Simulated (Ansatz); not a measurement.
A nudged elastic band was laid between two geometries of CH₃FSSiZn (8 atoms, charge 0, multiplicity 1).

Level of theory: Ansatz 0.2.0, RKS r2SCAN-D4/def2-SVP.

| Quantity | Value |
| --- | --- |
| movable images | 7 |
| climbing image | yes |
| spring | 5.0 eV/Å² |
| optimiser | quadratic models (default) |
| start path | straight line |
| force threshold | 0.05 eV/Å |
| iteration limit | 24 |
| end points | relaxed |

Image 0:

```xyz
8
Properties=species:S:1:pos:R:3
F 0.190 0.717 2.346
C 0.505 1.065 1.057
S 1.121 -0.396 0.076
Si -0.640 -0.941 -1.146
Zn -1.059 1.167 -0.213
H 1.346 1.778 1.090
H -0.159 -1.193 -2.539
H -1.304 -2.198 -0.673
```

Image 8:

```xyz
8
Properties=species:S:1:pos:R:3
F 1.041 -0.195 2.085
C 0.562 0.557 1.062
S 0.914 -0.382 -0.632
Si -1.118 0.314 -1.997
Zn -1.327 0.876 0.318
H 1.232 1.436 0.941
H 0.395 -1.551 -0.192
H -1.699 -1.055 -1.584
```

(1) What changes between the two ends?

(2) What energy profile does the band end with?

(3) What is the geometry of the highest image?

Answers

(1) Bonds broken: Si4–H7. Bonds formed: S3–H7.

(2) The forces met the threshold. The highest image is number 4 of 0 to 8, 2.61 eV above the first end and 0.88 eV above the last; the last end lies 1.73 eV above the first. Another band between the same ends (7 images) ends at a top of the same energy, where a vibrational analysis finds 1 clearly imaginary mode. The orbitals stay closed-shell, which can raise the energy where a bond breaks towards radicals; this wasn't checked here.

```tsv
image	path coordinate (Å)	energy (eV)	Si4–H7 (Å)	S3–H7 (Å)
0	0.00	0.00	1.50	3.02
1	0.73	0.06	1.49	2.98
2	1.46	0.40	1.49	2.72
3	2.19	1.51	1.51	2.17
4	2.93	2.61	1.79	1.54
5	3.65	2.13	2.49	1.36
6	4.37	1.81	2.99	1.35
7	5.09	1.75	3.02	1.35
8	5.82	1.73	3.00	1.35
```

(3) 
```xyz
8
Properties=species:S:1:pos:R:3
F 0.326 -0.110 1.863
C 0.567 0.820 0.901
S 1.004 0.068 -0.805
Si -1.228 -0.683 -1.554
Zn -1.214 1.184 -0.055
H 1.470 1.390 1.196
H 0.451 -1.267 -1.347
H -1.375 -1.401 -0.199
```

The run took 11 min on 2 threads of Intel(R) Xeon(R) Platinum 8259CL CPU @ 2.50GHz (Skylake/Cascade Lake) (shared host), peak memory 0.24 GiB.
